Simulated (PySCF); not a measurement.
Computed shifts of a molecule C₂H₆BFO₂, PBE0/pcSseg-1 (PySCF), GIAO, gas phase, atoms alike by connectivity averaged where their shifts nearly agree, in ppm (number of nuclei): ¹⁹F: -149.8 (1). ¹³C: 55.3 (2). ¹H: 4.07 (3), 3.85 (3). References: ¹¹B against BF3 (σ = 88.8 ppm); ¹⁹F against CFCl3 (σ = 167.2 ppm); ¹⁷O against H2O (σ = 334.2 ppm); ¹³C against TMS (σ = 186.3 ppm); ¹H against TMS (σ = 31.56 ppm), references at their B3LYP-D3(BJ)/def2-TZVP geometries, non-relativistic. Geometry: ωB97X-D3(BJ)/def2-SVP. One conformer was computed; it need not be the lowest.

### Question
Which molecule gave these data?
A. COB(O)CF
B. COB(F)OC
C. COB(F)CO
D. C[C@@H](F)B(O)O

### Answer
B, COB(F)OC
